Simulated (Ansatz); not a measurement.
C3H7AlO can be A, `C[C]1(C)[O][AlH]1`, or B, `C=[CH][Al]([CH3])[OH]`.

Computed with Ansatz on PBE0-D4/def2-TZVP structures; ΔE is electronic, products minus reactants. CCSD(T)/CBS adds triple-zeta CCSD(T) − MP2 to the extrapolated MP2 energy (def2 sets, frozen cores). DFT in def2-TZVPP. B3LYP here is the variant with VWN-RPA as its local correlation; programs differ in this. Each species was taken in one conformer, which may not be the lowest.

(1) Which is lower in electronic energy at CCSD(T)/CBS, and by how much? (An estimate is asked.)

(2) Give E(B) − E(A) in kJ/mol with ωB97M-V, B3LYP, BLYP-D4, LDA (SPW92), MP2/def2-TZVPP, PBE-D4, CCSD(T)/def2-SVP. (Best estimate.)

(3) Does the order hold for the free energy at 298.15 K (harmonic terms from PBE0-D4)? (Best estimate.)

Largest T1 diagnostic: 0.015.

Answers

(1) Computed: B, by 203.9 kJ/mol.

(2) The calculation gave: ωB97M-V -200.4, B3LYP -208.5, BLYP-D4 -197.5, LDA (SPW92) -151.1, MP2/def2-TZVPP -199.1, PBE-D4 -176.5, CCSD(T)/def2-SVP -180.4. None reverses the order clearly.

(3) Ansatz gave: Yes: G(B) − G(A) = -214.1 kJ/mol, for one conformer each. Modes under 60 cm⁻¹, often nearly free rotors, make the harmonic entropy too high.

From BLYP to BHLYP (50 % exact exchange), in def2-TZVPP and without D4, E(B) − E(A) moves by −12.8 kJ/mol. Leaving LDA and LC-ωPBE aside and taking each functional with its dispersion term where it has one, the values, not all of them listed here, spread over 40.3 kJ/mol, from BHLYP-D4 to revPBE-D4. LDA lies +27.8 kJ/mol from PBE without D4.
